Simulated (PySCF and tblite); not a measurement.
The numbers below are computed, except where a source is named.
System: C₆H₇NSi, numbered as in [N:1]#[C:2][C:3]1=[CH:4][C@@H:5]([SiH3:6])[CH:7]=[CH:8]1.

Level: PBE0/pcSseg-1 + D3(BJ) on B3LYP-D3(BJ)/def2-SVP stationary points, with GFN2-xTB thermal terms. Rate constants are transition-state-theory values, counting equivalent paths, without tunnelling. (PySCF 2.14 with density fitting, tblite 0.8.)

**Question.** How high is the barrier to the shift of Si6 from C5 to C7, through which structure does it pass, and what rate follows at 298 K?

**Answer.** The electronic barrier is 12.0 kcal/mol and ΔG‡(298 K) 12.5 kcal/mol, over a Cs saddle with an imaginary mode of 256i cm⁻¹ (GFN2-xTB). With 1 equivalent path, k is 4360 s⁻¹, a mean lifetime of the start of 230 µs against this motion.
